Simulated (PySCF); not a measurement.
Isomers of C5H8N2Si. Method used: TDDFT PBE0/def2-SVPD, vertical, gas phase, core orbitals frozen in the response in PySCF 2.14.0, density-fitted response routines. Geometries: GFN2-xTB; one conformer of each isolated species. Triplets are in the Tamm–Dancoff approximation.

A. `c1([SiH3])cnncc1C`
B. `[SiH3]Nc1cnccc1`
C. `N#CCC[C@H]([SiH3])C#N`
D. `CC#C[Si@@H](N)CC#N`

Lowest singlet levels (six at most, fewer where fewer were computed) with oscillator strengths:

1. 209 nm (f 0.002); 202 nm (f 0.024); 197 nm (f 0.006); 196 nm (f 0.009); 186 nm (f 0.005); 174 nm (f 0.018); T1 4.96 eV
2. 168 nm (f 0.004); 161 nm (f 0.057); 159 nm (f 0.011); 158 nm (f 0.011); 155 nm (f 0.004); 152 nm (f 0.013); T1 6.29 eV
3. 382 nm (f 0.004); 316 nm (f 0.000); 222 nm (f 0.029); 220 nm (f 0.000); 212 nm (f 0.003); 200 nm (f 0.084); T1 2.53 eV
4. 263 nm (f 0.069); 256 nm (f 0.003); 234 nm (f 0.000); 224 nm (f 0.001); 222 nm (f 0.265); 204 nm (f 0.002); T1 3.67 eV

Question: Which spectrum belongs to which structure?

Answer: 1 = D, 2 = C, 3 = A, 4 = B.
- A: S1 at 3.25 eV, HOMO→LUMO (99%); Löwdin shares by element: HOMO nitrogen 75%, carbon 15% or more; LUMO carbon 37% or more, nitrogen 36% (atoms not listed hold the other 28%); HOMO -6.52 and LUMO -1.64 eV; point group Cs, 2 of its 6 listed states under f = 0.0005.
- B: S1 at 4.71 eV, HOMO→LUMO (93%); Löwdin shares by element: HOMO carbon 41% or more, nitrogen 28% or more (atoms not listed hold the other 31%); LUMO carbon 51% or more, nitrogen 22% or more (atoms not listed hold the other 27%); HOMO -6.33 and LUMO -0.70 eV; point group Cs, 1 of its 6 listed states under f = 0.0005.
- C: S1 at 7.38 eV, HOMO→LUMO (48%), HOMO→LUMO+3 (26%); Löwdin shares by element: HOMO carbon 37% or more, nitrogen 28% or more, silicon 13% (atoms not listed hold the other 21%); LUMO silicon 25%, carbon 15% or more, hydrogen 7% or more (atoms not listed hold the other 52%); HOMO -9.01 and LUMO -0.30 eV.
- D: S1 at 5.93 eV, HOMO-1→LUMO (80%); Löwdin shares by element: HOMO nitrogen 52% or more, silicon 11%, hydrogen 7% or more, carbon 5% or more (atoms not listed hold the other 25%); LUMO carbon 39% or more, silicon 21%, nitrogen 6% or more (atoms not listed hold the other 34%); HOMO -7.69 and LUMO -0.27 eV.
